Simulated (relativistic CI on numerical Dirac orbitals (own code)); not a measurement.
Tc6+: resonant inelastic scattering at the L2,3 edge

Computed with this model: Dirac-Coulomb-Breit CI, KLI orbitals optimised for each configuration, model QED (radiative potential, 1s self-energy scaled to tabulated hydrogen-like ionisation energies), valence Slater integrals scaled by 0.8, Kramers-Heisenberg scattering through one core-hole configuration in a parametric crystal field; configurations [Kr] 4d → [He] 2s2 2p5 3s2 3p6 3d10 4s2 4p6 4d2; 80 K; core-hole width 1.6 eV; summed over polarisations. Incident energies are the highest absorption maxima for each field (at most a few, so the weaker spin-orbit partner edge can be absent), on the computed scale of the free ion. Intensities are in per cent of the strongest line above 0.02 eV; levels within 1 cm⁻¹ are merged; final levels count from the ground level, the first row holds all elastic scattering, lines under 0.4 are left out and each table stops after 24 rows. The scale of the Slater integrals is a model choice and moves the terms in proportion.

Field parameters in Wybourne normalisation: D3d B²₀ = −7Dσ, B⁴₀ = −14Dq − 21Dτ, B⁴₃ = −14√(10/7) Dq. The field is a parameter set, without covalency.

S is read from ⟨S²⟩ = S(S + 1).

D3d, 10Dq = 38100, Dσ = -1200, Dτ = -380 cm⁻¹:

```tsv
Final level (eV)	Degeneracy	Irrep	S	2689.6 eV	2694.3 eV	2805.3 eV
0.000	2	Γ5+Γ6	0.50	1134.2	1846.4	277.1
0.158	2	Γ4	0.50	88.9	88.5	64.2
0.869	2	Γ4	0.50	100.0	68.9	75.3
4.897	2	Γ4	0.50	5.0	94.2	3.1
4.905	2	Γ5+Γ6	0.50	4.3	89.4	2.8
```

D3d, 10Dq = 38100, Dσ = -860, Dτ = -380 cm⁻¹:

```csv
Final level (eV),Degeneracy,Irrep,S,2689.7 eV,2694.3 eV,2805.3 eV
0.000,2,Γ5+Γ6,0.50,1052.1,1812.0,270.3
0.148,2,Γ4,0.50,88.5,90.7,69.6
0.744,2,Γ4,0.50,100.0,69.2,71.4
4.851,2,Γ4,0.50,5.0,95.5,3.1
4.854,2,Γ5+Γ6,0.50,4.3,85.6,2.7
```

D3d, 10Dq = 38100, Dσ = -510, Dτ = -380 cm⁻¹:

| Final level (eV) | Degeneracy | Irrep | S | 2689.7 eV | 2694.3 eV | 2805.2 eV |
| --- | --- | --- | --- | --- | --- | --- |
| 0.000 | 2 | Γ5+Γ6 | 0.50 | 1024.4 | 1801.3 | 275.1 |
| 0.134 | 2 | Γ4 | 0.50 | 86.3 | 93.7 | 76.6 |
| 0.618 | 2 | Γ4 | 0.50 | 100.0 | 69.4 | 64.3 |
| 4.805 | 2 | Γ5+Γ6 | 0.50 | 4.2 | 84.9 | 2.6 |
| 4.807 | 2 | Γ4 | 0.50 | 4.9 | 99.1 | 2.9 |

For the first field the strongest loss at the lowest incident energy is the level at 0.87 eV (S = 0.50, against 0.50 in the thermal ground state).
